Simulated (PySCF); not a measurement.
**Electronic absorption of B2BrH4NO**

B2BrH4NO.
Bonds: B1–O2, O2–B3, B3–N4, B3–Br5. Hydrogens: H6, H7 on B1; H8, H9 on N4.

Level of theory: TDDFT B3LYP/def2-SVPD, vertical, gas phase, core orbitals frozen in the response in PySCF 2.14.0, density-fitted response routines. Isolated species at its PBE0-D3(BJ)/def2-SVP geometry, gas phase. Relativistic effects, spin–orbit coupling among them, are left out although an element past zinc is present.

Task: What does the calculation give for the low-lying excited states?

Result: 

```csv
state,E (eV),ν̃ (cm⁻¹),f,|μ| (D),symmetry,"main configurations (H = HOMO, L = LUMO)"
S1,5.48,44230,0.0000,0.04,–,"H-2→L (64%), H→L (32%)"
S2,5.99,48310,0.0001,0.05,–,"H→L (67%), H-2→L (32%)"
S3,6.11,49260,0.0083,0.60,A′,H-1→L (99%)
S4,6.66,53720,0.0028,0.33,A″,H→L+1 (97%)
S5,6.96,56160,0.036,1.17,A′,H-1→L+1 (97%)
S6,7.01,56520,0.046,1.32,A″,H-2→L+1 (97%)
S7,7.29,58810,0.0003,0.09,–,H-3→L (95%)
S8,7.30,58890,0.0001,0.07,–,H-1→L+2 (99%)
S9,7.59,61250,0.129,2.11,A′,"H→L+2 (56%), H-2→L+2 (33%)"
S10,7.72,62250,0.011,0.63,A″,H→L+3 (80%)
```

Triplets (Tamm–Dancoff): T1 5.07 eV, H-2→L (68%), H→L (23%); T2 5.93 eV, H→L (75%), H-2→L (23%); T3 5.96 eV, H-1→L (95%); T4 6.48 eV, H→L+1 (94%).

The lowest singlet comes at 226 nm (529 kJ/mol) in the ultraviolet; it is dark (f under 0.0005); its leading configuration is HOMO-2→LUMO (64%). The strongest level in the table is S9 at 7.59 eV (163 nm, f = 0.129). S7/S8 lie within about 0.01 eV of each other. Löwdin shares by element: HOMO nitrogen 38%, bromine 35%, boron 9% or more, oxygen 5%; LUMO boron 48% or more, oxygen 22%, hydrogen 21% or more. The oscillator strengths of these states sum to 0.234; summed over the whole spectrum of an exact calculation they would give the number of electrons, 64 (Thomas–Reiche–Kuhn). The listed states span 2.23 eV, and the widest gap between neighbours is 0.55 eV (S3 to S4). Of the 10 states listed, 4 reach f = 0.01 and 4 stay under 0.0005. No computed singlet lies in the visible range (380 to 750 nm); the lowest, at 226 nm, stands 2.22 eV above its violet end (3.26 eV). The vertical ionisation energy (ΔSCF) is 10.17 eV, 2.45 eV above S10. Symmetry labels in Cs follow from the direction of the transition dipole and are given only for states with f of 0.002 or more. Only the lowest 10 singlets were computed, as vertical energies without vibronic structure.
